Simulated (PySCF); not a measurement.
# Reading the logs of faulty runs: B2ClH3N

These are calculations, not measurements. The program is PySCF 2.14.0, an open-source quantum chemistry code, run on an isolated molecule that a program drew, which may never have been made. The molecule is B2ClH3N (charge 0, doublet), drawn as the SMILES string `[BH]NBCl`.

Each row is a Hartree-Fock (HF) and frozen-core CCSD(T) single point in the cc-pV(D+d)Z basis, meant for a local HF minimum. Run 1 is clean. Each other run has one planted mistake out of seven kinds, and not every kind appears here: one electron removed, one electron added, multiplicity raised by two, geometry at a saddle point, minimal basis STO-3G, one bond length entered in bohr, all coordinates scaled. The reference is restricted for singlets and unrestricted otherwise, and also for a bond in bohr. Adding or removing an electron swaps singlet and doublet. Electrons count all cores. HOMO and LUMO are orbital energies over both spins, the gradient is its largest component, and the lowest frequency (negative if imaginary) is given only where the gradient is small. Bond lengths are over the 6 bonds as drawn. T1 is the CCSD diagnostic: over 0.02 (restricted) or 0.045 (unrestricted) a single reference is doubtful.

Geometry of the clean run:
```xyz
7
B2ClH3N, angstrom
B     1.1320    0.4995    1.1118
N     2.2760    1.1260    1.6582
B     3.0951    2.1481    1.1172
Cl    2.7780    2.8573   -0.4728
H     0.5260   -0.3614    1.6837
H     2.5632    0.8091    2.5678
H     4.0306    2.5594    1.7312
```

| run | electrons | basis functions | <S^2> | HOMO (eV) | LUMO (eV) | gradient (hartree/bohr) | lowest frequency (cm^-1) | mean bond (Å) | longest bond (Å) | T1 | HF (hartree) | CCSD(T) (hartree) | mistake |
|---|---|---|---|---|---|---|---|---|---|---|---|---|---|
| 1 | 37 | 80 | 0.754 | -9.36 | 2.05 | 2.6e-05 | 221 | 1.3327 | 1.770 | 0.0132 | -565.13043 | -565.62930 | no fault |
| 2 | 36 | 80 | 0.000 | -17.02 | -6.86 | 9.4e-02 | - | 1.3327 | 1.770 | 0.0181 | -564.83192 | -565.32743 | one electron removed |
| 3 | 38 | 80 | 0.000 | 0.81 | 7.75 | 7.3e-02 | - | 1.3327 | 1.770 | 0.0141 | -565.05266 | -565.59057 | one electron added |
| 4 | 37 | 80 | 1.400 | -9.54 | 1.65 | 2.1e-02 | - | 1.5095 | 2.253 | 0.0598 | -565.00545 | -565.50712 | one bond length entered in bohr |
| 5 | 37 | 80 | 3.826 | -5.20 | -3.34 | 5.6e-02 | - | 1.3327 | 1.770 | 0.0451 | -564.89805 | -565.40378 | multiplicity raised by two |
| 6 | 37 | 80 | 0.754 | -9.60 | 1.85 | 3.7e-02 | - | 1.3980 | 1.856 | 0.0146 | -565.11505 | -565.61997 | ? |

**Which mistake was planted in run 6, and what did it cost?**

The mean and the longest bond both change by the same factor, 1.049, and the gradient is no longer small. So the mistake is: all coordinates scaled. Subtracting run 1 and multiplying by 627.51 kcal/mol a hartree, the energy moved by 9.7 kcal/mol in HF and 5.9 kcal/mol in CCSD(T).

Cautions from the logs. Run 3: the HOMO is above zero, so the electron isn't bound and the energy depends on the basis; run 4: T1 is over the limit, so its CCSD(T) energy is less reliable; run 5: T1 is over the limit, so its CCSD(T) energy is less reliable.
